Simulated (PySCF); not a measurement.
These are PySCF 2.14.0 with PBE-D3(BJ)/def2-TZVP // B3LYP-D3(BJ)/def2-TZVP values and carry that method's errors. Isolated molecules, 0 K electronic values unless said otherwise. 

Reference species (SMILES): `Br[Si](Br)(Br)Br` (neutral, multiplicity 1).

```
Property                 Result
----------------------  -------
S1 oscillator strength    0.000
HOMO–LUMO gap           4.73 eV
```

Changed species: `[SiH2](Br)Br` (whole molecule; the reference has whole molecule).

What does the change do to the S1 oscillator strength and HOMO–LUMO gap?

the S1 oscillator strength increases by 0.011, to 0.011; the HOMO–LUMO gap rises by 1.01 eV, to 5.74 eV.
